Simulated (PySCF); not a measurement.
**IrSCl₂: fields on a plane**

Method: UB3LYP/[Ir def2-SVP with ECP60, S def2-SVP, Cl def2-SVP], scalar-relativistic core potentials, density fitting, no spin–orbit coupling, PySCF.

The doublet minimum has Ir–Cl 2.228 Å (×2), Ir–S 2.058 Å; Cl–Ir–Cl 126.4°, Cl–Ir–S 116.8° (×2).

The plane holds Ir1 at (0.00, 0.00), S2 at (2.06, 0.00), Cl3 at (-1.01, 1.99), Cl4 at (-1.01, -1.99) Å. Columns run from x = -3.15 to 4.35 Å, rows from y = 4.35 (top) to -4.05 Å, in steps of 0.3 Å. Other isomers or separated fragments may lie lower. Core electrons replaced by a potential are absent, the electrostatic potential uses the reduced nuclear charge, and values within about 0.7 Å of such atoms have no physical meaning.

**Question.** Give the electrostatic potential (V) (cut at 20 V). Every second row and column.

**Answer.** 
```
 0.0  0.0  0.0  0.0  0.0  0.0  0.0  0.0  0.0  0.0  0.1  0.1  0.1
 0.0  0.0  0.2  0.3  0.2  0.0 -0.1  0.0  0.0  0.1  0.1  0.1  0.1
 0.0  0.2  1.1  3.5  3.4  0.8  0.0  0.0  0.1  0.1  0.2  0.2  0.2
 0.0  0.4  5.5 20.0 20.0  6.8  0.5  0.1  0.2  0.3  0.3  0.3  0.2
-0.1  0.5  9.9 20.0 20.0 15.7  1.7  0.7  0.6  0.6  0.6  0.4  0.3
-0.1  0.2  4.0 20.0 20.0 11.3  5.7  2.8  2.7  3.0  1.8  0.8  0.5
 0.0  0.2  1.4  5.8 17.6 20.0 20.0  9.8 18.6 20.0  7.7  1.8  0.7
 0.1  0.4  1.7  7.5 20.0 20.0 20.0 20.0 20.0 20.0 20.0  2.9  0.8
 0.1  0.3  1.5  6.4 20.0 20.0 20.0 16.0 20.0 20.0 14.8  2.4  0.7
 0.0  0.2  2.0  9.6 15.6 17.3 12.6  5.4  6.8  8.3  3.6  1.2  0.6
-0.1  0.4  7.4 20.0 20.0 13.3  2.9  1.4  1.2  1.3  0.9  0.6  0.4
 0.0  0.5  8.8 20.0 20.0 12.6  1.0  0.3  0.3  0.4  0.4  0.3  0.3
 0.0  0.3  2.6 11.6 12.5  2.7  0.2  0.0  0.1  0.2  0.2  0.2  0.2
 0.0  0.1  0.4  1.0  0.9  0.2 -0.1  0.0  0.1  0.1  0.1  0.1  0.1
 0.0  0.0  0.1  0.1  0.0  0.0 -0.1  0.0  0.0  0.1  0.1  0.1  0.1
```

**Question.** Give the lowest empty orbital (Å^-3/2) at -4.64 eV (cut at ±0.3; overall sign arbitrary). Every second row and column.

**Answer.** 
```
 0.00  0.00  0.01  0.01  0.01  0.01  0.00  0.00  0.00  0.00  0.00  0.00  0.00
 0.00  0.01  0.02  0.04  0.05  0.03  0.01  0.00  0.00  0.00  0.00  0.00  0.00
 0.00  0.02  0.06  0.12  0.13  0.06  0.02  0.01  0.00  0.00  0.00  0.00  0.00
 0.00  0.01  0.06  0.24  0.26  0.07  0.01  0.00  0.01  0.02  0.01  0.01  0.00
 0.00 -0.01 -0.05 -0.05  0.01 -0.07 -0.04 -0.01  0.04  0.06  0.05  0.02  0.01
-0.01 -0.03 -0.10 -0.23 -0.20 -0.10 -0.13 -0.03  0.10  0.17  0.12  0.05  0.01
 0.00 -0.01 -0.04 -0.02  0.22  0.20 -0.30 -0.12  0.23  0.30  0.21  0.07  0.02
 0.00  0.00  0.00  0.02  0.23  0.15 -0.30 -0.06  0.07 -0.15  0.09  0.02  0.00
 0.00  0.01  0.02 -0.03 -0.30 -0.30  0.30  0.13 -0.22 -0.30 -0.21 -0.05 -0.01
 0.00  0.02  0.07  0.11  0.01  0.01  0.23  0.07 -0.16 -0.27 -0.17 -0.06 -0.02
 0.00  0.02  0.10  0.23  0.19  0.12  0.08  0.01 -0.07 -0.10 -0.08 -0.04 -0.01
 0.00  0.00 -0.02 -0.12 -0.10 -0.02  0.01  0.00 -0.02 -0.03 -0.03 -0.01  0.00
 0.00 -0.02 -0.07 -0.19 -0.21 -0.08 -0.02  0.00 -0.01 -0.01 -0.01  0.00  0.00
 0.00 -0.01 -0.04 -0.08 -0.08 -0.05 -0.02  0.00  0.00  0.00  0.00  0.00  0.00
 0.00  0.00 -0.01 -0.02 -0.02 -0.01 -0.01  0.00  0.00  0.00  0.00  0.00  0.00
```

Open d and f shells are described by one determinant, and the ground state may have another occupation or spin. Spin–orbit coupling, left out here, can matter for elements this heavy.
